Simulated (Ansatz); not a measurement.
Frontier orbitals of `S=C=CBBr`.

```xyz
7

S     2.5461    0.2709   -1.3364
C     1.0701    0.2795   -0.9008
C    -0.1839    0.2701   -0.4967
B    -0.5046   -0.3399    0.8507
Br   -2.3138   -0.3717    1.4717
H    -0.9407    0.7014   -1.1474
H     0.3266   -0.8104    1.5589
```

Charge 0, multiplicity 1. Correlated methods include outer-core shells of Br, which these sets cover unevenly. Scalar relativity is left out up to krypton. The structure was optimised at the PBE0-D4/def2-TZVP level. It is one conformer, not always the lowest. Basis def2-TZVPP, the Gaussian-basis code of Ansatz.

Orbital energies of one run (eV). Highest occupied ones, from the top: -6.55, -7.22, -8.14, -8.70, -9.26, -9.98, -10.55, -11.95, -13.08, -14.18, -19.98, -20.62, -22.86, -69.18. Empty: -3.22, -2.62, 0.17, 0.83, 1.32, 1.56.

Task: Which functional gave them?
A. ωB97X-V
B. B97M-V
C. r2SCANh
D. HSE06 (plane-wave form)

Result: B. HOMO energies: B97M-V -6.55, ωB97X-V -9.41, HSE06 -6.95, r2SCANh -6.92 eV.
